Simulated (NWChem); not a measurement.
## Correlation energy of H$_{2}$Be

```
Be
H 1 1.3442
H 1 1.3442 2 180.00
```
Charge 0, spin multiplicity 1.

Everything below was run with NWChem. All single points use one geometry, from PBE/def2-SVP, a minimum by its harmonic frequencies.

Basis set: def2-TZVP. Each correlation energy counts from its own Hartree-Fock reference.

| method | correlation energy (mHa) | difference from CCSD(T) |
|---|---|---|
| MP2 | -51.1 | +16.5 |
| SCS-MP2 | -60.1 | +7.4 |
| CR-CCSD[T] | -67.6 | 0.0 |
| CR-CCSD(T) | -67.6 | 0.0 |
| CCSD | -67.1 | +0.4 |
| CCSD+T(CCSD) | -67.6 | 0.0 |
| CCSD(T) | -67.6 | 0.0 |
| CCSDT | -67.8 | -0.2 |

The values span 16.7 mHa, from CCSDT (lowest) to MP2 (highest). 

The correlated methods keep 1 core orbital frozen. The structure started from a generated list of species. Differences from the coupled-cluster row are differences between methods, not errors against experiment.
